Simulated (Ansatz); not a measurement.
Species: sum formula BNH2Cl2, charge 0, multiplicity 1. 
Coordinates optimised at B3LYP-D3(BJ)/def2-TZVP (Ansatz, a first-principles code):
```xyz
6

N     -1.7061    -0.3020     0.0927
B     -0.3439    -0.0609     0.0187
Cl     0.2555     1.5570    -0.3781
Cl     0.8112    -1.3682     0.3201
H     -2.0820    -1.2082     0.3154
H     -2.3906     0.4165    -0.0724
```
Charge 0, spin multiplicity 1.

Wanted: vertical ionisation energy (to the doublet state of charge +1; each state is the SCF solution reached for its spin), in eV. Cores are frozen in the correlated levels unless marked. Open shells are spin-unrestricted. No spin-orbit coupling. Non-relativistic. CBS marks a two-point X^-3 extrapolation of the correlation energy; Hartree-Fock from the larger set.

```
level             program  vertical ionisation energy (eV)
----------------  -------  -------------------------------
B3LYP/def2-TZVPD   Ansatz                            10.75
```

Problem. Estimate the value at CCSD(T)/CBS(aug-cc-pV(T+d)Z,aug-cc-pV(Q+d)Z) as computed with Ansatz.

Solution. 11.20 eV
